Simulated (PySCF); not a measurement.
Molecule: CH₄BCl₂O, charge 1, multiplicity 1. It need not be the lowest isomer of its formula. 
Geometry from a B3LYP-D3(BJ)/def2-TZVP (Ansatz) optimisation:
SMILES: [OH+](C)B(Cl)Cl
```xyz
9

B      0.2451    -0.0703    -0.0249
Cl     0.1659     1.5775    -0.4505
Cl     1.6003    -1.1099     0.0137
O     -1.0067    -0.7021     0.3643
C     -2.3788    -0.0768     0.4416
H     -3.0380    -0.8752     0.7636
H     -2.6135     0.2755    -0.5559
H     -2.3126     0.7235     1.1692
H     -0.9598    -1.6434     0.6087
```
Charge +1, spin multiplicity 1.

Dispersion corrections to the total energy (kcal/mol) from the dftd3 and dftd4 libraries through PySCF: D3(BJ) without and D4 with the three-body term, each with the damping fitted for the functional named.

```tsv
functional	D3(BJ)	D4
BHLYP	-6.64	?
r2SCAN	-1.34	-1.04
PW6B95	-2.52	-3.62
B3LYP	-8.42	?
CAM-B3LYP	-3.87	-3.66
BLYP	-10.29	?
revPBE	-11.90	-13.21
```

What belongs in the gaps?


- BHLYP, D4: -5.21
- B3LYP, D4: -6.92
- BLYP, D4: -9.49
